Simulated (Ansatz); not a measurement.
Reactions of CH₇AlOSi₂, SMILES `[OH][Al]1[CH2][SiH2][SiH2]1`.

Gas-phase electronic energies from Ansatz, PBE0-D4/def2-TZVP geometries. CBS: MP2 limit from def2 TZ/QZ plus the TZ coupled-cluster correction, frozen cores. This one scheme is used for every species, atoms too. DFT in def2-TZVPP. No spin–orbit coupling; open shells (•) take unrestricted orbitals. Spin–orbit coupling would lower the free atoms: a little for Al, C, O, Si. One conformer a species, not always the lowest.

| reaction | PBE-D4 (eV) | B2PLYP (eV) | PBE0-D4 (eV) | ωB97X-V (eV) |
| --- | --- | --- | --- | --- |
| `[OH][Al]1[CH2][SiH2][SiH2]1` → `O=C[SiH2][SiH2][AlH2]` | 2.90 | 2.93 | 3.06 | 2.94 |
| `[OH][Al]1[CH2][SiH2][SiH2]1` → Al• + C• + 7 H• + O• + 2 Si• | 42.02 | 41.15 | 41.60 | 42.09 |
| `[OH][Al]1[CH2][SiH2][SiH2]1` → `[AlH2][CH]1O[SiH2][SiH2]1` | 2.33 | 2.23 | 2.36 | 2.16 |
| `[OH][Al]1[CH2][SiH2][SiH2]1` → `[CH2]1[AlH][O][SiH2][SiH2]1` | -1.03 | -1.33 | -1.12 | -1.33 |

**Question.** Give the CCSD(T)/CBS values in the same order. (Best estimate.)

**Answer.** Computed: 3.08, 41.93, 2.29, -1.29 eV.

Largest T1 diagnostic: 0.018, for Al•.
